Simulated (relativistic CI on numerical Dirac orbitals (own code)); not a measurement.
# Ligand-field terms of d7

Computed with a parametric ligand-field model of a d^n configuration (Racah B and C, spin-orbit zeta, crystal field), exact diagonalisation.

Field parameters in Wybourne normalisation: Oh B⁴₀ = 21Dq, B⁴₄ = √(5/14) B⁴₀. The field is a parameter set, without covalency.

B = 750 cm⁻¹, C = 3690 cm⁻¹ (C/B = 4.92), Oh, no spin-orbit coupling. Tanabe-Sugano data, E/B above the lowest term (Δ = |10Dq|; b, c mark the second and third term of a kind):

```tsv
Δ/B	4T1	4T2	4A2	4T1(b)	2E	2T1	2T2	2T1(b)
1.0	0.00	0.81	1.81	15.62	19.09	19.34	19.15	23.96
5.0	0.00	4.22	9.22	18.44	16.80	20.10	20.14	24.69
9.0	0.00	7.82	16.82	21.63	13.21	20.07	20.51	25.20
13.0	0.00	11.53	24.53	25.06	9.42	19.94	20.63	25.55
17.0	0.00	15.32	32.32	28.64	5.56	19.81	20.66	25.79
21.0	0.00	19.16	40.16	32.31	1.67	19.70	20.65	25.96
25.0	2.24	25.26	50.26	38.29	0.00	21.84	22.87	28.32
29.0	6.16	33.09	62.09	46.01	0.00	25.69	26.78	32.34
33.0	10.10	40.94	73.94	53.78	0.00	29.56	30.70	36.35
37.0	14.05	48.82	85.82	61.59	0.00	33.45	34.63	40.36
41.0	18.00	56.71	97.71	69.42	0.00	37.36	38.56	44.36
45.0	21.96	64.62	109.62	77.28	0.00	41.28	42.50	48.36
```

The ground term changes from 4T1 to 2E between Δ/B = 21.0 and 25.0.
